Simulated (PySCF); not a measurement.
C4H3BrO.
Atom-mapped SMILES: `[O:1]=[C:2]1[CH2:3][CH:4]=[C:5]1[Br:6]` (hydrogens: H7, H8 on C3; H9 on C4)

A linear-response calculation (PySCF, def2-SVPD basis, gas phase, vertical, core orbitals frozen in the response) gave these numbers; the functional is withheld.

Orbital energies (eV): HOMO-3 -11.45, HOMO-2 -10.30, HOMO-1 -9.13, HOMO -9.06, LUMO -0.81, LUMO+1 0.80, LUMO+2 1.23.

```
state  E (eV)       f  main configurations (H = HOMO, L = LUMO)
   S1    4.06  0.0002                               H-1→L (89%)
   S2    5.33   0.100                                 H→L (96%)
   S3    6.11  0.0003                 H-2→L (83%), H-1→L+4 (8%)
   S4    6.31  0.0001                   H→L+1 (83%), H→L+7 (8%)
   S5    6.76   0.015              H-1→L+1 (58%), H-2→L+1 (27%)
   S6    6.93  0.0007                H-1→L+4 (75%), H-2→L (10%)
```

Triplets, Tamm–Dancoff:

```json
{"state": "T1", "E (eV)": "3.48", "λ (nm)": "356.3", "main configurations (H = HOMO, L = LUMO)": "H→L (84%), H-3→L (10%)"}
{"state": "T2", "E (eV)": "3.62", "λ (nm)": "342.4", "main configurations (H = HOMO, L = LUMO)": "H-1→L (86%)"}
{"state": "T3", "E (eV)": "5.77", "λ (nm)": "214.7", "main configurations (H = HOMO, L = LUMO)": "H→L+1 (75%), H→L+7 (12%)"}
{"state": "T4", "E (eV)": "5.95", "λ (nm)": "208.3", "main configurations (H = HOMO, L = LUMO)": "H-2→L (72%), H-1→L+4 (14%), H-1→L (9%)"}
```

Vertical ionisation energy by ΔSCF with the same functional: 9.94 eV. Mean static polarisability: 70.0 au.

Task: Which of these was used?
A. B3LYP
B. CAM-B3LYP
C. HF
D. PBE

Result: B. CAM-B3LYP is range-separated, 19% exact exchange at short range and 65% at long range (ω = 0.33 bohr⁻¹). In this run −ε(HOMO) = 9.06 eV differs from the ΔSCF value by -0.88 eV, and S1 differs from the orbital gap of 8.25 eV by -4.19 eV. The ratio −ε(HOMO)/IP is 0.91. Usual ranges for neutral molecules in this basis: 0.85 to 0.93 with CAM-B3LYP, 0.5 to 0.7 with PBE, 0.67 to 0.83 with B3LYP; with Hartree–Fock the ratio is 1 or more (Koopmans' value less the relaxation energy is the ΔSCF value).

Level of theory: TDDFT CAM-B3LYP/def2-SVPD, vertical, gas phase, core orbitals frozen in the response in PySCF. Isolated species at its PBE0-D3(BJ)/def2-SVP geometry, gas phase. Relativistic effects, spin–orbit coupling among them, are left out although an element past zinc is present.

The run took 91 s of wall time on one thread, Arm Neoverse V1, shared host.
